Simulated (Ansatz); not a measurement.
CH$_{4}$F$_{2}$OSi$_{2}$ (`O=C[Si](F)(F)[SiH3]`), relaxed with RKS PBE-D4/def2-SVP in Ansatz 0.2.0 from a rough embedded geometry. The force threshold is 0.03 eV/Å; the program also tests the step.

The species carries charge 0 and has multiplicity 1.

Start:

```xyz
10

O     2.195   -0.171   -0.860
C     1.646   -0.924    0.023
Si   -0.110   -0.648    0.627
F    -0.102   -0.491    2.128
F    -0.957   -1.984    0.285
Si   -1.028    1.167   -0.461
H     2.173   -1.794    0.442
H    -0.273    2.401   -0.191
H    -1.111    1.025   -1.966
H    -2.433    1.420   -0.027
```

| step | energy (eV) | largest force (eV/Å) | largest move (Å) |
| --- | --- | --- | --- |
| 1 | -24311.6684 | 5.109 | 0.000 |
| 2 | -24312.1034 | 2.773 | 0.085 |
| 3 | -24312.1936 | 1.145 | 0.106 |
| 4 | -24312.2168 | 0.756 | 0.183 |
| 5 (rejected) | -24312.1997 | 0.592 | 0.200 |
| 6 | -24312.2513 | 0.081 | 0.076 |
| 7 | -24312.2541 | 0.063 | 0.080 |
| 8 | -24312.2544 | 0.069 | 0.034 |
| 9 | -24312.2548 | 0.033 | 0.006 |
| 10 | -24312.2548 | 0.029 | 0.002 |

End:

```xyz
10

O     2.056   -0.131   -0.851
C     1.655   -0.920   -0.008
Si   -0.166   -0.674    0.612
F    -0.158   -0.499    2.240
F    -1.022   -2.036    0.302
Si   -1.034    1.206   -0.497
H     2.328   -1.746    0.380
H    -0.183    2.399   -0.172
H    -1.034    0.948   -1.976
H    -2.442    1.453   -0.031
```

It took 15 s on 4 threads of an Arm Neoverse V1 on a shared host, with 0.14 GiB of host memory at the peak.
